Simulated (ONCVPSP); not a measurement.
# What the settings do to the ONCV potential of lanthanum (La)

Base potential:

ONCVPSP 4.0.1 input, shortened (lines: element, Z, core and valence counts, functional; n l f; lmax; l rc ep ncon nbas qcut; lloc lpopt rc5 dvloc0; l nproj debl; icmod fcfact rcfact), PBEsol, scalar-relativistic:

```
  La 57.00    9    5  -116133      upf
    1    0    2.00
    2    0    2.00
    2    1    6.00
    3    0    2.00
    3    1    6.00
    3    2   10.00
    4    0    2.00
    4    1    6.00
    4    2   10.00
    5    0    2.00
    5    1    6.00
    5    2    1.00
    6    0    1.00
    6    1    1.00
    3
    0    2.75    0.00    4    9    3.70
    1    2.60    0.00    4    7    4.50
    2    2.40    0.00    4    8    4.70
    3    2.75    0.20    3    6    3.90
    4    4    1.80    1.00
    0    2    3.50
    1    3    3.90
    2    2    1.10
    3    1    0.80
    3    2.50    1.00
```

In the f channel the program set the typed energies aside and used -0.202 Ha.

All-electron outer shells of the reference configuration (PBEsol, scalar-relativistic, ld1.x):

```tsv
shell	level (eV)	outermost node (bohr)	outermost maximum (bohr)
4d	-104.90	0.32	0.68
5s	-40.06	0.77	1.41
5p	-23.49	0.83	1.58
6s	-4.31	1.86	3.74
5d	-3.97	0.95	2.19
6p	-1.86	2.19	4.93
```

Cutoffs, loose and tight: the cutoffs (Ha) at which the residual kinetic energy of the hardest occupied pseudo-wave falls to 1 and 0.1 mHa per electron. They do not see the model core or the augmentation charge, which bear on the density cutoff. Test errors are all-electron minus pseudo excitation energies from the reference, over the configurations 5s2 5p6 5d1 6s2 6p0; 5s2 5p6 5d1 6s1 6p0; 5s2 5p6 5d1 6s0 6p0; 5s2 5p6 5d1 6s1.5 6p0. A dash means not determined; rows that change the core or the reference have their own tests.

For the base: The cutoffs count occupied waves only; projector 1 of the f channel, the hardest unoccupied one, needs 37 Ha at the loose tolerance.

```csv
change,outcome,"cutoff, loose","cutoff, tight",bound ghosts,GHOST(+) flags above zero,largest test error (meV)
base,"generated, projector energies reset by the program",5.8 Ha,7.0 Ha,none,none,-5.6
"core correction Teter function, fcfact 2.5, rcfact 0.98","generated, projector energies reset by the program",5.8 Ha,7.0 Ha,none,none,-5.6
"core correction Teter function, fcfact 2.5, rcfact 1.16","generated, projector energies reset by the program",5.8 Ha,7.0 Ha,none,none,-5.6
"core correction Teter function, fcfact 2.5, rcfact 1.36","generated, projector energies reset by the program",5.8 Ha,7.0 Ha,none,none,-5.7
"core correction Teter function, fcfact 2.5, rcfact 1.46","generated, projector energies reset by the program",5.8 Ha,7.0 Ha,none,none,-6.0
"core correction Teter function, fcfact 2.5, rcfact 1.68","generated, projector energies reset by the program",5.8 Ha,7.0 Ha,none,none,-8.1
"core correction Teter function, fcfact 2.5, rcfact 1.86","generated, projector energies reset by the program",5.8 Ha,7.0 Ha,none,none,-17
```

Problem. What comes out with this change to the base: core correction Teter function, fcfact 2.5, rcfact 2.02?

Solution. outcome: generated, projector energies reset by the program; cutoff, loose: 5.8 Ha; cutoff, tight: 7.0 Ha; bound ghosts: none; GHOST(+) flags above zero: none; largest test error (meV): -38.

Reading the sweep of the rcfact (base included, trends over the rows without a ghost): The loose cutoff stays near 5.8 Ha. The median size of the test errors (rows with all tests solved) rises from 0.8 meV at 0.98 to 2.5 meV at 2.02.
